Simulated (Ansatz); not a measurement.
CH6GeOS, SMILES `C[O][GeH2][SH]`. The species carries charge 0 and has multiplicity 1.

Z-matrix (Å, degrees):
```
C
O 1 1.408
H 1 1.098 2 112.2
H 1 1.099 2 112.3 3 122.1
H 1 1.092 2 107.9 3 -118.9
Ge 2 1.779 1 117.6 3 -66.4
S 6 2.202 2 107.3 1 -172.9
H 6 1.541 2 107.5 1 -52.0
H 6 1.538 2 110.3 1 70.8
H 7 1.343 6 93.9 2 69.9
```

Q: List the harmonic frequencies (cm⁻¹, unscaled) at PBE0-D4/def2-TZVP in Ansatz. (Best estimate.)

A: Ansatz gave: 46, 112, 128, 170, 260, 426, 476, 641, 649, 756, 802, 862, 1115, 1177, 1199, 1475, 1492, 1496, 2134, 2154, 2716, 2990, 3044, 3107.

Q: Is this a minimum?

A: Yes, all 24 modes are real.

Q: Give the ideal-gas thermochemistry at 298.15 K and 1 bar (rigid rotor, harmonic oscillator; point group C1, symmetry number 1).

A: Zero-point energy 176.0 kJ/mol; H(298) − E = 197.6 kJ/mol; entropy 359.1 J/(mol·K), of which translation 170.4, rotation 111.7, vibration 77.0; G(298) − E = 90.5 kJ/mol. Modes under 100 cm⁻¹ are hindered rotations or soft bends, so the harmonic entropy is rough.

Q: And at 400, 500, 600, 800 and 1000 K?

A: 
```csv
T (K),H − E (kJ/mol),S (J/mol/K),G − E (kJ/mol)
400,209.1,392.3,52.2
500,222.0,421.0,11.5
600,236.3,447.0,-31.9
800,268.0,492.5,-126.0
1000,303.1,531.7,-228.5
```
